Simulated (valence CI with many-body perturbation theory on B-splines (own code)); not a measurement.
The numbers below are computed, except where a source is named.
# Hyperfine factors and g values of In³⁶⁺

Method: configuration interaction combined with many-body perturbation theory (CI+MBPT): three valence electrons over a frozen Dirac-Fock core [Ne], radial functions for each j: 11 s, 11 p, 9 d, 7 f, 5 g, 2 h, 1 i, with the one-electron correlation potential Σ1 (screened to all orders), the two-electron term Σ2, the three-electron term Σ3, Breit, model QED; selected single and double excitations, second order for the rest (own B-spline code, finite nucleus).

No measured spectrum was set against this ion. As an estimate, large intervals hold to a few tenths of a per cent, small ones and those within an open d or f shell to about a per cent.

A/g_I is the dipole constant over the nuclear g factor μ/I (μ in nuclear magnetons, uniformly magnetised nucleus), B/Q the quadrupole constant per barn. Both hold the static response of the core; the bare values leave it out. Large factors of s and p1/2 electrons are usually good to 5 to 10 %; those of open d and f shells near neutrality can be off by tens of per cent, and small factors of p3/2, d and f electrons come from cancelling terms and can be off by a factor of two or in sign, in half-filled shells by more. B is blank for J = 1/2, where it vanishes, and for nearly pure S terms. Energies count from the lowest level.

Levels are named by their leading jj configuration (3d3/2^4 stands for four electrons in 3d with j = 3/2), which in mixed levels can hold well under half, so a name can repeat and another be missing. Letters in brackets count levels of one name in rising energy.

| Level | E (eV) | g | A/g_I (MHz) | A/g_I bare | B/Q (MHz/b) | B/Q bare |
| --- | --- | --- | --- | --- | --- | --- |
| (3s^2 3p1/2) J=1/2 | 0.00 | 0.659 | 316000 | 307000 |  |  |
| (3s^2 3p3/2) J=3/2 | 52.37 | 1.329 | 52500 | 52300 | 97000 | 95100 |
| (3s 3p1/2^2) J=1/2 | 86.67 | 2.384 | 892000 | 868000 |  |  |
| (3s 3p1/2 3p3/2) J=3/2 [a] | 124.96 | 1.683 | 251000 | 246000 | 78500 | 77000 |
| (3s 3p1/2 3p3/2) J=5/2 | 134.40 | 1.401 | 284000 | 277000 | 34700 | 34100 |
| (3s 3p1/2 3p3/2) J=3/2 [b] | 148.15 | 0.907 | 3300 | 4390 | 82000 | 80400 |
| (3s 3p1/2 3p3/2) J=1/2 | 156.63 | 1.155 | -191000 | -184000 |  |  |
| (3s 3p3/2^2) J=5/2 | 179.50 | 1.364 | 184000 | 180000 | 28400 | 28200 |
| (3s^2 3d3/2) J=3/2 | 188.67 | 0.877 | 11000 | 12200 | 3370 | 4160 |
| (3s^2 3d5/2) J=5/2 | 205.01 | 1.221 | 83400 | 82200 | 55700 | 55500 |
| (3s 3p3/2^2) J=1/2 | 209.41 | 1.782 | 977000 | 948000 |  |  |
| (3s 3p3/2^2) J=3/2 | 214.32 | 1.180 | -118000 | -113000 | -30800 | -30100 |
| (3p1/2^2 3p3/2) J=3/2 | 238.32 | 1.245 | 33700 | 35000 | 80300 | 78900 |
| (3s 3p1/2 3d3/2) J=3/2 [a] | 251.82 | 0.520 | -81500 | -78200 | 26700 | 26900 |
| (3s 3p1/2 3d3/2) J=5/2 | 257.36 | 1.066 | 234000 | 228000 | -8190 | -7150 |
| (3s 3p1/2 3d5/2) J=5/2 [a] | 270.40 | 1.267 | 62800 | 62700 | -1950 | -825 |
| (3s 3p1/2 3d3/2) J=1/2 | 272.99 | 0.320 | -366000 | -354000 |  |  |
| (3s 3p1/2 3d3/2) J=3/2 [b] | 273.28 | 1.337 | 165000 | 162000 | 16500 | 16300 |
| (3s 3p1/2 3d5/2) J=7/2 | 275.40 | 1.258 | 180000 | 177000 | -2970 | -1610 |
| (3p1/2 3p3/2^2) J=3/2 [a] | 276.55 | 1.376 | -69800 | -64700 | -21000 | -20200 |
| (3s 3p1/2 3d5/2) J=5/2 [b] | 279.84 | 1.282 | 112000 | 110000 | 14300 | 14700 |
| (3p1/2 3p3/2^2) J=5/2 | 296.37 | 0.989 | 67500 | 66500 | 66300 | 65700 |
| (3p1/2 3p3/2^2) J=1/2 | 299.37 | 0.661 | 292000 | 282000 |  |  |
| (3p1/2 3p3/2^2) J=3/2 [b] | 303.74 | 1.070 | -47600 | -44800 | 35700 | 35500 |
| (3s 3p3/2 3d5/2) J=9/2 | 312.90 | 1.329 | 135000 | 133000 | 119000 | 118000 |
| (3s 3p3/2 3d3/2) J=5/2 [a] | 313.91 | 1.303 | 144000 | 142000 | 10300 | 9760 |
| (3s 3p3/2 3d3/2) J=3/2 [a] | 313.96 | 1.405 | 201000 | 197000 | -13200 | -13500 |
| (3s 3p3/2 3d3/2) J=1/2 [a] | 314.50 | 2.369 | 505000 | 493000 |  |  |
| (3s 3p3/2 3d3/2) J=7/2 | 315.15 | 1.342 | 160000 | 157000 | 38300 | 37900 |
| (3s 3p3/2 3d5/2) J=3/2 [a] | 325.02 | 1.246 | -61100 | -56900 | -45500 | -44600 |
| (3s 3p3/2 3d5/2) J=5/2 [a] | 327.75 | 1.319 | 200000 | 196000 | -46500 | -45300 |
| (3s 3p3/2 3d3/2) J=3/2 [b] | 333.91 | 1.046 | 9540 | 11000 | -56200 | -54900 |
| (3s 3p3/2 3d5/2) J=7/2 [a] | 337.19 | 1.153 | 42700 | 42900 | 113000 | 112000 |
| (3s 3p3/2 3d3/2) J=5/2 [b] | 344.47 | 0.921 | -44500 | -41700 | 78900 | 78300 |
| (3s 3p3/2 3d3/2) J=1/2 [b] | 345.75 | 0.621 | -79400 | -75700 |  |  |
| (3s 3p3/2 3d5/2) J=7/2 [b] | 347.30 | 1.180 | 70000 | 69300 | 83300 | 82900 |
| (3s 3p3/2 3d5/2) J=1/2 | 353.94 | 0.668 | -66000 | -63600 |  |  |
| (3s 3p3/2 3d5/2) J=3/2 [b] | 358.64 | 1.298 | 227000 | 221000 | 29200 | 29200 |
| (3s 3p3/2 3d5/2) J=5/2 [b] | 360.12 | 1.129 | -71100 | -67200 | -38200 | -36700 |
| (3p1/2^2 3d3/2) J=3/2 | 362.47 | 0.734 | 31000 | 30600 | 13000 | 13700 |

(1) Take the isotope of mass number 115, with I = 9/2, μ = 5.5326 μN and Q = 0.772 b. What is the hyperfine structure of (3s 3p1/2 3p3/2) J=1/2?

## Answers

(1) From the table A = -235000 MHz. Shifts from the centre of gravity in MHz: F = 4: 646000, F = 5: -529000.
